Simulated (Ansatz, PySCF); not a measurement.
Pair of molecules: CH4O (SMILES CO) (first 6 atoms) with H2 (SMILES [H][H]); geometry from B3LYP-D3(BJ)/def2-TZVP.
(charge 0, multiplicity 1):
| atom | x (Å) | y (Å) | z (Å) |
|---|---|---|---|
| C | 0.6856 | 0.3495 | -0.3547 |
| O | -0.6614 | 0.2028 | 0.0765 |
| H | 1.3729 | -0.2815 | 0.2193 |
| H | 0.9563 | 1.3913 | -0.1904 |
| H | 0.8022 | 0.1252 | -1.4204 |
| H | -0.9365 | -0.7074 | -0.0722 |
| H | -0.2150 | -0.2073 | 2.5453 |
| H | 0.0545 | -0.4468 | 3.1986 |

Monomers are frozen at their geometry in the pair; levels with a basis set take the counterpoise correction. Rows marked so take none.

Rows in 3-21G, 6-31G* carry no dispersion term and start afresh at each structure (6-31G* with six Cartesian d functions).

Codes used: Ansatz (a first-principles code); PySCF for 3-21G rows, 6-31G* rows, the dispersion terms. Values without a source in brackets are computed.

### Question
One of these levels gives 0.13 kcal/mol for the interaction energy. Which one is it?
A) B3LYP/6-31G* (no counterpoise)
B) B3LYP/3-21G (no counterpoise)
C) HF/aug-cc-pVTZ
D) PBE-D3(BJ)/def2-TZVPPD

### Answer
C, HF/aug-cc-pVTZ. The others give -1.04 (PBE-D3(BJ)/def2-TZVPPD), -3.25 (B3LYP/3-21G (no counterpoise)), -1.37 (B3LYP/6-31G* (no counterpoise))
